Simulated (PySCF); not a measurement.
C7H5NS2, SMILES c1csc(-c2nccs2)c1 (GFN2-xTB optimised geometry):

```
15

C     -0.215    -2.978     0.000
C      1.146    -2.978     0.000
S      1.806    -1.393     0.000
C      0.212    -0.705     0.001
C      0.043     0.708     0.001
N      1.000     1.575     0.001
C      0.544     2.842     0.002
C     -0.809     2.977     0.002
S     -1.569     1.435     0.001
C     -0.753    -1.680     0.000
H     -0.812    -3.872     0.000
H      1.806    -3.823     0.000
H      1.253     3.649     0.002
H     -1.396     3.872     0.002
H     -1.806    -1.461     0.000
```

Computed with PySCF with CAM-B3LYP/def2-TZVP.

**Question.** What are the frontier orbital energies and the dipole moment?

**Answer.** HOMO-2 -9.33 eV, HOMO-1 -8.66 eV, HOMO -7.36 eV, LUMO -0.69 eV, LUMO+1 1.24 eV; dipole moment 1.51 D.

Meta-Löwdin charges at CAM-B3LYP/def2-TZVP: C1 -0.15, C2 -0.26, S3 0.33, C4 -0.14, C5 0.03, N6 -0.27, C7 -0.04, C8 -0.29, S9 0.24, C10 -0.14, H11 0.13, H12 0.14, H13 0.14, H14 0.15, H15 0.13.
